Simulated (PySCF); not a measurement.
**Energy profile**

The step: BH₃O₂ ([OH][BH][OH]) + HCl → BH₂ClO₂ ([OH][B]([OH])[Cl]) + H₂; bonds formed: B1–Cl6, H2–H5; bonds broken: B1–H2, H5–Cl6 (atoms numbered as in the saddle structure below).

```xyz
8
angstrom
B -0.0632 -0.1956 -0.1330
H 1.2133 -0.6544 -0.1022
O -0.3467 0.6473 -1.1612
O -0.8382 -1.2371 0.2443
H 1.1726 -0.0493 0.6373
Cl 0.5044 1.0993 1.6084
H 0.1245 1.4826 -1.1359
H -1.7668 -1.0929 0.0423
```

Electronic energies by CCSD(T) at an estimated basis limit (MP2 extrapolated from triple and quadruple zeta, plus CCSD(T) − MP2 in triple zeta), on PBE0-D4/def2-TZVP structures; BH$_{4}$ClO$_{2}$, closed shell; no counterpoise correction. Computed with PySCF 2.14 with density fitting (its default auxiliary sets; JK sets also for MP2 and CCSD(T)) (basis: def2-TZVPP and def2-QZVPP); correlated methods freeze the cores. Extrapolation: Hartree–Fock as exp(−7.88 √X), correlation as X^−2.97.

Task: Give the profile in kcal/mol, counted from the separated reactants. (To be estimated.)

Result: Computed:
| point | kcal/mol |
| --- | --- |
| separated: BH$_{3}$O$_{2}$ (linked as [OH][BH][OH]; B1, H2, O3, O4, H7, H8; singlet) + HCl (H5, Cl6; singlet) | 0.00 |
| start structure | -2.59 |
| saddle | 32.48 |
| end structure | -14.92 |
| separated: BH$_{2}$ClO$_{2}$ (linked as [OH][B]([OH])[Cl]; B1, O3, O4, Cl6, H7, H8; singlet) + H$_{2}$ (H2, H5; singlet) | -14.29 |

The T1 diagnostic stays at or below 0.013.

For scale, one of the runs: CCSD(T)/def2-TZVPP, 191 basis functions, launched by `OMP_NUM_THREADS=4 python run.py`. Time: 6 min of wall clock on 4 CPU threads of an Arm Neoverse V2; the host was shared. Peak host memory: 2.4 GiB.
